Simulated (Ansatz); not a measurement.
Consider the formal exchange of groups at a B–C bond: `C/N=C\B1C[SiH2]1` + HCl → `B1C[SiH2]1` + `C/N=C/Cl`.

Computed with Ansatz on PBE0-D4/def2-TZVP structures; ΔE is electronic, products minus reactants. CCSD(T)/CBS is the MP2 limit (def2-TZVPP, def2-QZVPP) plus CCSD(T) − MP2 in def2-TZVPP, frozen cores. This one scheme is used for every species. Double bonds are as drawn, so ΔE can hold a change between cis and trans. Functionals use def2-TZVPP. One conformer a species, not always the lowest.

`C/N=C\B1C[SiH2]1`:

```xyz
14

C    -1.228    1.342    1.623
N    -0.861    0.009    2.026
C    -0.182   -0.677    1.201
B     0.302   -0.270   -0.216
C     1.622   -0.412   -0.921
Si    0.040   -0.777   -2.051
H    -2.298    1.492    1.793
H    -1.001    1.569    0.567
H    -0.701    2.067    2.250
H     0.100   -1.683    1.540
H     2.464   -0.961   -0.504
H     1.959    0.336   -1.643
H    -0.416   -2.137   -2.437
H     0.201    0.103   -3.229
```

HCl:

Z-matrix (Å, degrees):
```
Cl
H 1 1.279
```

`B1C[SiH2]1`:

Cartesian coordinates in Å:
```
B 0.355 -0.907 -0.664
C 0.069 0.545 -0.798
Si -0.320 -0.301 1.009
H 1.237 -1.585 -1.077
H -0.932 0.980 -0.730
H 0.768 1.252 -1.241
H -1.701 0.160 1.276
H 0.524 -0.146 2.224
```

`C/N=C/Cl`:

Z-matrix (Å, degrees):
```
C
N 1 1.441
H 1 1.098 2 113.9
H 1 1.093 2 108.8 3 121.9
H 1 1.093 2 108.8 3 -121.9
C 2 1.244 1 117.8 3 -0.2
Cl 6 1.728 2 121.7 1 -180.0
H 6 1.094 2 126.4 1 0.0
```

```json
{"species": "`C/N=C\\B1C[SiH2]1`", "PBE energy (Eh)": "-487.79896"}
{"species": "HCl", "PBE energy (Eh)": "-460.62738"}
{"species": "`B1C[SiH2]1`", "PBE energy (Eh)": "-355.15609"}
{"species": "`C/N=C/Cl`", "PBE energy (Eh)": "-593.25742"}
```

(1) Work out ΔE.

Largest T1 diagnostic among the species: 0.014.

Results:

(1) ΔE = (-355.15609) + (-593.25742) − (-487.79896) − (-460.62738) = 0.01283 Eh = +8.1 kcal/mol. CCSD(T)/CBS gives +10.5 kcal/mol.

In def2-TZVPP, CCSD(T) changes the Hartree–Fock value by +2.0 kcal/mol (the triples alone add −0.1 kcal/mol) and MP2 by +1.7 kcal/mol. The D4 term adds +1.6 kcal/mol with B3LYP and +1.0 kcal/mol with PBE0; it sums over pairs of atoms, weighted by their polarisabilities, and B3LYP, whose exchange is more repulsive, gets the larger term.

B3LYP here is the variant with VWN-RPA as its local correlation; programs differ in this.
